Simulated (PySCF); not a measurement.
SMILES C([SiH2]F)#C[SiH](Cl)Cl (C2H3Cl2FSi2) (PBE0/def2-SVP optimised geometry):

```
10

Si    -0.574    -0.324     0.000
F      1.047    -0.324     0.000
C     -1.160    -1.159     1.526
C     -1.577    -1.709     2.537
Si    -2.166    -2.535     4.054
Cl    -3.248    -1.189     5.162
Cl    -3.367    -4.112     3.526
H     -1.047    -1.083    -1.185
H     -1.046     1.083     0.000
H     -1.032    -3.034     4.863
```

Level of theory: PySCF with PBE0/def2-TZVP.

Q: What are the frontier orbital energies and the dipole moment?

A: HOMO-2 -9.50 eV, HOMO-1 -9.04 eV, HOMO -8.78 eV, LUMO -1.80 eV, LUMO+1 -1.50 eV; dipole moment 0.63 D.

On the same geometry PBE/def2-TZVP run with PySCF gives HOMO-2 -8.09 eV, HOMO-1 -7.82 eV, HOMO -7.54 eV, LUMO -2.66 eV, LUMO+1 -2.37 eV; dipole moment 0.59 D.

Meta-Löwdin charges at PBE0/def2-TZVP: Si1 0.97, F2 -0.50, C3 -0.26, C4 -0.27, Si5 0.86, Cl6 -0.27, Cl7 -0.27, H8 -0.09, H9 -0.09, H10 -0.08.
